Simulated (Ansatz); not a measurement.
Ansatz (an electronic-structure program) input:

Ansatz 0.2 input:
```yaml
crystal:
  periodic: [false, false, false]
  atoms:
    - {symbol: Ba, position_ang: [0.22286265, 0.11814199, 0.09208405]}
    - {symbol: F, position_ang: [-0.93947669, 1.07912345, -1.54686345]}
    - {symbol: F, position_ang: [-0.44722427, -1.81422916, 0.97389600]}
basis:
  gaussian:
    orbitals: def2-TZVPD
hamiltonian:
  xc: {name: CAM-B3LYP}
magnetization: {spin_polarized: true, initial_magnetization: 2}
```

Problem. What final total energy does it print?

Solution. -225.12549 Eh (CAM-B3LYP/def2-TZVPD). The basis has 120 functions.

This state (charge 0, triplet) is run at the relaxed geometry of the species with charge 0 and multiplicity 1, and is a spin state other than that species' own.
